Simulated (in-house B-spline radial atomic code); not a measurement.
A fraction x of an electron is moved 3p → 3d in neutral chlorine, starting from [Ne] 3s2 3p5 and keeping the highest spin. Method: scalar-relativistic (X2C) HSE06, spin-polarised, spherical fractional occupations, Fermi nucleus of rms radius 3.3654 fm. Calculated with a B-spline radial code for spherical atoms.

Caution: exact exchange at fractional occupations of open shells leaves self-interaction of up to several eV.

```
    x  E(x) - E(0) (eV)  3p down level (eV)  3d up level (eV)
    0            0.0000              -8.490                 -
 0.25            2.3194             -10.388            -0.309
0.375            3.6262             -11.219            -0.402
  0.5                 ?                   ?                 ?
0.625                 ?                   ?                 ?
 0.75            7.9940             -12.842            -0.593
0.875            9.5370             -13.044            -0.628
    1           11.0930             -13.120            -0.658
```

Question: What belongs in the row x = 0.5?

Answer: An energy change of 5.0187 eV; 3p down at -11.922 eV, 3d up at -0.480 eV.

Question: What belongs in the row x = 0.625?

Answer: An energy change of 6.4811 eV; 3p down at -12.475 eV, 3d up at -0.545 eV.

Question: Check Janak's theorem between x = 0.25 and 0.375.

Answer: The slope of the energy is 10.45 eV; the orbital levels give 10.45 eV (ε of the receiving orbital less ε of the emptying one, averaged over the two points).
